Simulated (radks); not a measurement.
Results of a calculation; reference values are marked as such.
The rubidium ion Rb24+, 13 electrons, occupied as [Ne] 3s2 3p1. Level of theory: scalar-relativistic Kohn-Sham, PBE, spin-polarised, spherical densities, point nucleus; open shells are filled with parallel spins first (spin-orbit coupling, left out, can overturn this in heavy ions) (a radial shooting solver on a logarithmic mesh with Libxc functionals). Some entries of the table are withheld. Estimate them.

orbital  occ.  eigenvalue (hartree)  <1/r> (bohr^-1)  r(max) (bohr)
1s up       1             -593.7293            37.88        0.02628
1s down     1             -593.6762            37.89        0.02628
2s up       1             -113.2426              (1)         0.1486
2s down     1             -113.1961              (2)         0.1486
2p up       3                   (3)              (4)         0.1186
2p down     3                   (5)              (6)         0.1187
3s up       1             -42.99815            3.384         0.4096
3s down     1             -42.75357            3.380         0.4095
3p up       1             -40.45470            3.285         0.3953
3p down     0             -40.21352            3.283         0.3952

Answer. 
(1) 2s up <1/r> (bohr^-1): 8.557
(2) 2s down <1/r> (bohr^-1): 8.558
(3) 2p up eigenvalue (hartree): -105.2562
(4) 2p up <1/r> (bohr^-1): 8.347
(5) 2p down eigenvalue (hartree): -105.1934
(6) 2p down <1/r> (bohr^-1): 8.347
